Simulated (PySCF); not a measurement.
**Dipole moment and polarisability of `COC(C)(C)CCl`**

Species: C₅H₁₁ClO.
Geometry (GFN2-xTB, Å), atoms numbered from 1 in this order:
```
atom  x, y, z in Å
C1     2.1572    0.0775   -0.0440
O2     0.9812    0.5805   -0.6302
C3    -0.2758    0.1351   -0.1258
C4    -0.3927    0.2723    1.3943
C5    -1.3004    1.0345   -0.8211
C6    -0.4840   -1.3307   -0.5553
Cl7   -2.0917   -1.9361   -0.1131
H8     2.2401   -1.0103   -0.1370
H9     2.9716    0.5392   -0.6001
H10    2.2465    0.3563    1.0103
H11   -0.1106    1.2788    1.6941
H12    0.2447   -0.4443    1.9071
H13   -1.4204    0.0915    1.6952
H14   -1.1386    1.0009   -1.8950
H15   -2.3109    0.7073   -0.5969
H16   -1.1708    2.0594   -0.4867
H17    0.2352   -1.9902   -0.0692
H18   -0.3892   -1.4153   -1.6382
```

Level: B3LYP/def2-SVPD (PySCF), static field, nuclei fixed, core orbitals frozen in the response. The polarisability tensor in these axes (au):

```
x   89.55  5.83  0.25
y    5.83 78.70 -0.33
z    0.25 -0.33 73.47
```

Question: Diagonalise the tensor; give its mean and Δα, where Δα² is half the sum of the squared differences of the eigenvalues.

Answer: Principal values 73.42, 76.22 and 92.09 au; mean 80.57 au = 11.94 Å³ = 13.28 × 10⁻⁴⁰ C²·m²/J; Δα = 17.44 au (22 % of the mean).

Question: What is the dipole moment, and where does it point?

Answer: (1.55, 0.13, 0.64) D, 1.69 D in size, pointing from the negative to the positive side. Measured along this direction, the outermost atoms are H15 at the negative end and H9 and H10 at the positive end.

Question: In a dilute gas of rigid molecules at 400 K, how does the orientational term μ²/3kT compare with the electronic polarisability?

Answer: In Gaussian units μ²/3kT = 17.14 Å³ against 11.94 Å³, a ratio of 1.44; the Debye molar polarisation (4π/3)N_A(α + μ²/3kT) is 73.4 cm³/mol, leaving out the vibrational part.

Question: Refractivity n − 1 of an ideal gas of it at 400 K and 1 atm, from the electronic α?

Answer: N = p/kT = 1.8347 × 10¹⁹ cm⁻³, so n − 1 = 2π × N × 11.94 × 10⁻²⁴ cm³ = 1376 × 10⁻⁶ at long wavelengths.

Question: Give the principal axes and the span of the nuclei along them.

Answer: Largest value along (0.92, 0.40, 0.01), where the nuclei span 5.63 Å; middle along (-0.39, 0.91, -0.15), 4.29 Å; least along (-0.06, 0.13, 0.99), 3.63 Å. The response follows the extents in order.

Geometry: GFN2-xTB, one conformer, isolated molecule.
